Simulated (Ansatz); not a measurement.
Geometry optimisation, RHF/def2-SVP (Ansatz 0.2.0).

Input:

```yaml
crystal:
  periodic: [false, false, false]
  atoms:
    - { symbol: Al, position_ang: [-0.0062, -0.160254, -0.112704] }
    - { symbol: Cl, position_ang: [-0.016901, -0.411264, 2.073169] }
    - { symbol: "N", position_ang: [1.563294, -0.071647, -0.896089] }
    - { symbol: H, position_ang: [1.719459, -0.007956, -1.883287] }
    - { symbol: H, position_ang: [2.434945, -0.003917, -0.40711] }
    - { symbol: "N", position_ang: [-1.561915, -0.23115, -0.926035] }
    - { symbol: H, position_ang: [-2.439356, -0.367303, -0.462877] }
    - { symbol: H, position_ang: [-1.710286, -0.108233, -1.908958] }
    - { symbol: Br, position_ang: [0.109397, 3.231959, 1.124734] }
    - { symbol: H, position_ang: [0.098062, 2.157064, 2.155959] }
basis:
  gaussian: { orbitals: def2-SVP }
hamiltonian:
  xc: hf
relax:
  f_tol: 0.03
  max_steps: 50
output:
  orbitals: {}
```

Launched with:

```bash
$ ansatz run input.yaml --threads 2 --pin off --max-ram 3072MiB --backend cpu --events-out ev --progress --plain --runs-dir out
```

Problem. Where does it end, and by what steps?

Solution. The forces met the threshold. After 11 steps the energy has fallen by 0.143 eV; Br9 moved furthest, 0.67 Å.

| step | energy less start (eV) | largest force component (eV/Å) | accepted |
| --- | --- | --- | --- |
| 0 | 0.0000 | 1.362 | yes |
| 1 | -0.1275 | 0.393 | yes |
| 2 | -0.1325 | 0.238 | yes |
| 3 | -0.1375 | 0.179 | yes |
| 4 | -0.1385 | 0.135 | yes |
| 5 | -0.1403 | 0.057 | yes |
| 6 | -0.1413 | 0.094 | yes |
| 7 | -0.1420 | 0.104 | yes |
| 8 | -0.1427 | 0.081 | yes |
| 9 | -0.1430 | 0.055 | yes |
| 10 | -0.1430 | 0.044 | yes |
| 11 | -0.1432 | 0.025 | yes |

```xyz
10
Properties=species:S:1:pos:R:3
Al 0.032 -0.274 -0.164
Cl 0.051 -0.373 1.961
N 1.582 -0.220 -0.991
H 1.714 -0.155 -1.982
H 2.470 -0.220 -0.528
N -1.533 -0.285 -0.965
H -2.413 -0.322 -0.487
H -1.685 -0.227 -1.953
Br -0.029 3.679 1.610
H 0.001 2.425 2.256
```

Whether the end is a true minimum wasn't checked by a vibrational analysis.

Run time: 23 s on 2 threads of Arm Neoverse V2 (shared host), peak memory 0.29 GiB.
